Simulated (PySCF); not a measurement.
# Vertical excitation energies

Compound: C4H7ClO2Si.
Bonds: O1–C2 (double), C2–C3, C3–C4, C4–O5 (double), C4–Si6, Si6–C7, C7–Cl8. Hydrogens: H9 on C2; H10, H11 on C3; H12, H13 on Si6; H14, H15 on C7.

Theory: TDDFT B3LYP/def2-SVPD, vertical, gas phase, core orbitals frozen in the response in PySCF 2.14.0, density-fitted response routines. The structure is a single GFN2-xTB conformer in the gas phase; no vibrational or solvent corrections. Torsions of this conformer, `[O:1]=[CH:2][CH2:3][C:4](=[O:5])[SiH2:6][CH2:7][Cl:8]`: O1–C2–C3–C4 -33°, C2–C3–C4–O5 -134°, C3–C4–Si6–C7 149°, C4–Si6–C7–Cl8 -69°.

**Question.** Predict the UV-vis stick spectrum at this level.

**Answer.** 

```tsv
state	λ (nm)	E (eV)	f	main configurations (H = HOMO, L = LUMO)
S1	352.2	3.52	0.0008	H→L+1 (77%), H→L (18%)
S2	322.4	3.85	0.019	H→L (71%), H→L+1 (17%), H-3→L (10%)
S3	268.8	4.61	0.0091	H-1→L (56%), H-3→L (35%)
S4	253.2	4.90	0.0042	H-1→L+1 (67%), H-3→L (17%), H-1→L (10%)
S5	247.0	5.02	0.0026	H-3→L (34%), H-1→L (33%), H-1→L+1 (28%)
S6	230.8	5.37	0.0002	H-2→L (91%), H-2→L+1 (9%)
S7	223.9	5.54	0.0014	H-2→L+1 (91%), H-2→L (9%)
S8	215.5	5.75	0.0012	H-3→L+1 (97%)
```

Triplets, Tamm–Dancoff:

| state | E (eV) | λ (nm) | main configurations (H = HOMO, L = LUMO) |
| --- | --- | --- | --- |
| T1 | 2.91 | 425.9 | H→L+1 (81%), H→L (12%) |
| T2 | 3.43 | 361.5 | H→L (67%), H-3→L (20%), H→L+1 (10%) |
| T3 | 4.28 | 289.5 | H-3→L (53%), H-1→L (24%), H→L (17%) |

The lowest singlet comes at 352 nm (340 kJ/mol) in the ultraviolet; it is very weak; its leading configuration is HOMO→LUMO+1 (77%). The strongest level in the table is S2 at 3.85 eV (322 nm, f = 0.019). Löwdin shares by element: HOMO oxygen 41% or more, carbon 27% or more, silicon 10% (atoms not listed hold the other 22%); LUMO carbon 49% or more, oxygen 32% or more, hydrogen 6% or more. The oscillator strengths of these states sum to 0.039; summed over the whole spectrum of an exact calculation they would give the number of electrons, 78 (Thomas–Reiche–Kuhn). Orbital energies (eV): HOMO-3 -8.51, HOMO-2 -8.09, HOMO-1 -7.61, HOMO -6.96, LUMO -2.14, LUMO+1 -1.75, LUMO+2 0.09. Weighted by f, the mean energy of these states is 4.34 eV. No computed singlet lies in the visible range (380 to 750 nm); the lowest, at 352 nm, stands 0.26 eV above its violet end (3.26 eV); a Tamm–Dancoff triplet lies at 426 nm, without intensity as long as spin–orbit coupling is left out. Singlets were solved by full linear response, triplets in the Tamm–Dancoff approximation.

On an Arm Neoverse N1 with one thread, shared host, this took 81 s wall and 0.94 GiB of memory at its peak.
